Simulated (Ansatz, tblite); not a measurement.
Cost and result up the ladder for Li4F4 (the lowest singlet isomer of a short search) (8 atoms). Charge 0, multiplicity 1. Geometry: PBE-D4/def2-SVP.

```xyz
8

Li    0.970    1.729    0.822
Li   -0.691    1.176   -1.659
Li    0.687   -1.175    1.662
Li   -0.966   -1.730   -0.824
F     0.209    2.155   -0.622
F    -1.232   -0.411   -1.842
F    -0.205   -2.157    0.620
F     1.228    0.412    1.844
```

Ansatz on 4 threads of Arm Neoverse V2 on a shared host; xTB runs through tblite on one thread. Times are rough, summed over both states, and most runs start from the orbitals of an earlier one. PBE0-D4/def2-TZVP serves as the yardstick here, not as an exact answer. The other state is a doublet.

The xTB rows come from tblite. HOMO above LUMO, or a gap near zero within one spin, warns that the state may not be the lowest or that an electron is smeared out. The structure comes from a short search, and lower isomers may exist.

Raw xTB energies of ions are shifted by several eV.

```
              level  functions  wall time  vertical IE (eV)  difference from PBE0-D4/def2-TZVP (eV)                                     remarks
           GFN2-xTB         32    0.007 s             14.36                                    2.90                                           –
           GFN1-xTB         32    0.008 s             14.55                                    3.09                                           –
   PBE-D4/def2-TZVP        180      6.7 s             10.42                                   -1.04  gap within one spin near zero (+1 doublet)
  PBE0-D4/def2-TZVP        180        9 s             11.46                                    0.00                                           –
r2SCAN-D4/def2-TZVP        180       14 s             10.73                                   -0.73  gap within one spin near zero (+1 doublet)
```
